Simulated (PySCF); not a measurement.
Xenon: a sound run and one with changed settings

Sound run: Xe²⁺ [Kr] 4d10 5s2 5p4, Xe³⁺ [Kr] 4d10 5s2 5p3. Computed with PySCF 2.14 in def2-SVP with the def2 core potential (28 electrons) (6s5p3d2f, 50 functions), with a scalar-relativistic core potential. In the sound run the correlated levels freeze 4s2 4p6 4d10 outside the core potential. The sound run starts from symmetry-adapted Hartree-Fock orbitals and uses a fine grid where one is needed.

A second run was set up differently.

| species | method | sound run (hartree) | changed run (hartree) | converged |
| --- | --- | --- | --- | --- |
| Xe²⁺ | MP2 | -327.22949 | -327.68915 | yes |
| Xe³⁺ | MP2 | -326.12738 | -326.58144 | yes |

Ionisation energy of Xe²⁺:

```json
{"method": "UHF", "sound run (eV)": "29.383", "changed run (eV)": "29.383"}
{"method": "MP2", "sound run (eV)": "29.990", "changed run (eV)": "30.142"}
{"method": "SCS-MP2", "sound run (eV)": "30.053", "changed run (eV)": "30.159"}
```

**Question.** What was changed?
A. all electrons correlated in a valence basis
B. level shift left on
C. a valence shell is frozen
D. too few SCF iterations

**Answer.** A. A valence basis has no tight correlating functions, so it recovers only part of the core correlation, and not evenly between atom and ion.
